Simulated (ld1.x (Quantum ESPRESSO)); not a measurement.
# What one change does to a pseudopotential (Co (Z = 27), TM)

```json
{"Element": "cobalt", "Generator": "ld1.x (Quantum ESPRESSO) 7.5", "Type": "norm-conserving Troullier–Martins (Kleinman–Bylander form)", "Functional": "PBE", "Relativity": "fully relativistic", "Frozen core": "[Ar]", "Valence charge": "9", "Reference configuration": "3d7 4s1 4p0 (charge +1)", "Partial waves": "4s (bound): rc 2.30 bohr; 4p (bound, empty): rc 2.05 bohr; 3d (bound): rc 1.35 bohr", "Local potential": "all-electron potential smoothed inside 1.05 bohr (lloc = -1)", "Core correction": "a·sin(br)/r model core inside 0.85 bohr"}
```

Open shells are filled in proportion to 2j + 1 (rel_dist='average').

All-electron outer shells of the reference configuration (PBE, scalar-relativistic, ld1.x):

```csv
shell,level (eV),outermost node (bohr),outermost maximum (bohr)
3p,-74.47,0.28,0.68
3d,-16.96,–,0.66
4s,-12.76,0.96,2.21
4p,-7.47,1.04,2.76
```

Change: local potential all-electron potential smoothed inside 1.10 bohr (lloc = -1).

Cutoffs: the cutoffs (Ry, on a coarse ladder) from which the occupation-weighted sum of valence levels, in a spherical-Bessel basis at the reference potential, stays within 10 and 1 mRy of its value at 400 Ry; they do not see the model core or the augmentation charge, which bear on the density cutoff. Errors are all-electron minus pseudo energies relative to the spin-unpolarised reference configuration.

Predict the effect on cutoff, ghosts and configuration errors.

The potential gets neither clearly harder nor softer (140 Ry and 230 Ry → 140 Ry and 230 Ry); both files keep a bound ghost (p, s); the errors of the 6 common tests hardly move; the range in which the p1/2 phases agree narrows (upper end 4.6 → -0.3); the range in which the p3/2 phases agree narrows (upper end 4.9 → -0.3).

| quantity | base | changed |
| --- | --- | --- |
| cutoff, loose | 140 Ry | 140 Ry |
| cutoff, tight | 230 Ry | 230 Ry |
| loose cutoff by channel (10 mRy a level) | s 8 Ry, d 110 Ry | s 12 Ry, d 110 Ry |
| bound ghosts | s, p3/2, p1/2 | s, p3/2, p1/2 |
| tests counted (converged, no solver errors) | 6 of 7 | 6 of 7 |
| error for 3d7 4s2 4p0, meV [ΔE -9.03 eV] | -5.7 | -5.9 |
| error for 3d7 4s0 4p0, meV [ΔE 16.79 eV] | -15 | -15 |
| error for 3d6 4s0 4p0, meV [ΔE 52.66 eV] | -187 | -189 |
| error for 3d5 4s0 4p0, meV [ΔE 108.01 eV] | -1123 | -1129 |
| error for 3d8 4s1 4p0, meV [ΔE -10.23 eV] | -67 | -69 |
| error for 3d8 4s0 4p0, meV [ΔE -2.56 eV] | -144 | -145 |
| s: phases at 2.48 bohr within 0.05 rad from the reference energy up to (Ry; the scan ends near 5) | 2.3 | 2.5 |
| p1/2: phases at 2.48 bohr within 0.05 rad from the reference energy up to (Ry; the scan ends near 5) | 4.6 | -0.3 |
| p3/2: phases at 2.48 bohr within 0.05 rad from the reference energy up to (Ry; the scan ends near 5) | 4.9 | -0.3 |
| d3/2: phases at 2.48 bohr within 0.05 rad from the reference energy up to (Ry; the scan ends near 5) | 1.1 | 1.1 |
| d5/2: phases at 2.48 bohr within 0.05 rad from the reference energy up to (Ry; the scan ends near 5) | 1.1 | 1.1 |

Base: Tests not counted: 3d7 4s1 4p1 (solver errors, printed error -963 meV). These tests converged, but a pseudo level misses the all-electron one widely, so the file describes the atom poorly there or has found another state: 3d7 4s0 4p0: empty 4p by 2.8 eV; 3d5 4s0 4p0: empty 4s by 6.8 eV (a node warning on the way). Changed file: Tests not counted: 3d7 4s1 4p1 (solver errors, printed error +2.0 eV). These tests converged, but a pseudo level misses the all-electron one widely, so the file describes the atom poorly there or has found another state: 3d6 4s0 4p0: empty 4p by 7.4 eV; 3d5 4s0 4p0: empty 4s by 7.0 eV (a node warning on the way). A true bound ghost makes a file unfit for plane-wave use even where its test errors are small: the radial tests pick states by their node count and pass the ghost by. Where a test does run into it, the solver fails or the error is huge.
